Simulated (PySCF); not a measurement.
# What each rung costs, and what it gives

Saddle point of ZnH$_{3}$OF, singlet (ZnHOF ([OH][Zn][F]) + H₂ → ZnH₂O ([OH][ZnH]) + HF; bonds formed: Zn1–H5, F2–H4; bonds broken: Zn1–F2, H4–H5), PBE0-D4/def2-TZVP structure:

| atom | x (Å) | y (Å) | z (Å) |
| --- | --- | --- | --- |
| Zn1 | 0.0489 | 0.1210 | 0.1655 |
| F2 | -0.2582 | -0.8040 | -1.5716 |
| O3 | -0.2818 | 0.1070 | 1.9111 |
| H4 | 0.4428 | 0.2258 | -1.5742 |
| H5 | 0.8734 | 0.9808 | -1.1286 |
| H6 | -0.8250 | -0.6304 | 2.1978 |

Barriers are electronic and count from the start structure reached by relaxing down the imaginary mode.

Computed with PySCF 2.14 with density fitting (its default auxiliary sets; JK sets also for MP2 and CCSD(T)) (basis: as named in each row); correlated methods freeze the cores. The 3s and 3p shells of Cu and Zn are frozen; filled d shells are correlated. B3LYP uses VWN-RPA correlation. Extrapolation: Hartree–Fock as exp(−7.88 √X), correlation as X^−2.97.

Times are rough, for one single point on 4 threads of a shared host (Arm Neoverse V2).

The estimate by CCSD(T) at an estimated basis limit (MP2 extrapolated from triple and quadruple zeta, plus CCSD(T) − MP2 in triple zeta) is 25.32 kcal/mol.

```json
{"method": "HF", "basis": "STO-3G", "time (s)": "under 1", "barrier (kcal/mol)": "73.85", "method less estimate": "48.53"}
{"method": "PBE0-D4", "basis": "def2-SVP", "time (s)": "3", "barrier (kcal/mol)": "17.40", "method less estimate": "-7.92"}
{"method": "PBE-D4", "basis": "def2-SVP", "time (s)": "3", "barrier (kcal/mol)": "15.53", "method less estimate": "-9.79"}
{"method": "MP2", "basis": "def2-QZVPP", "time (s)": "4", "barrier (kcal/mol)": "25.63", "method less estimate": "0.31"}
{"method": "SPW92", "basis": "def2-TZVPP", "time (s)": "5", "barrier (kcal/mol)": "13.22", "method less estimate": "-12.10"}
{"method": "PBE0-D4", "basis": "def2-TZVPP", "time (s)": "7", "barrier (kcal/mol)": "21.34", "method less estimate": "-3.98"}
{"method": "B3LYP-D4", "basis": "def2-TZVPP", "time (s)": "7", "barrier (kcal/mol)": "24.01", "method less estimate": "-1.30"}
{"method": "BHLYP-D4", "basis": "def2-TZVPP", "time (s)": "8", "barrier (kcal/mol)": "25.78", "method less estimate": "0.46"}
{"method": "PBE-D4", "basis": "def2-TZVPP", "time (s)": "8", "barrier (kcal/mol)": "19.88", "method less estimate": "-5.43"}
{"method": "CCSD(T)", "basis": "def2-SVP", "time (s)": "9", "barrier (kcal/mol)": "21.86", "method less estimate": "-3.45"}
{"method": "r2SCAN-D4", "basis": "def2-TZVPP", "time (s)": "16", "barrier (kcal/mol)": "21.77", "method less estimate": "-3.55"}
{"method": "wB97M-V", "basis": "def2-TZVPP", "time (s)": "79", "barrier (kcal/mol)": "23.62", "method less estimate": "-1.69"}
{"method": "CCSD(T)", "basis": "def2-TZVPP", "time (s)": "250", "barrier (kcal/mol)": "24.29", "method less estimate": "-1.03"}
```

All methods are single points on the PBE0-D4 structures.

The T1 diagnostic stays at or below 0.018.

Labels in which every atom is bracketed show which atoms are joined, not bond orders.
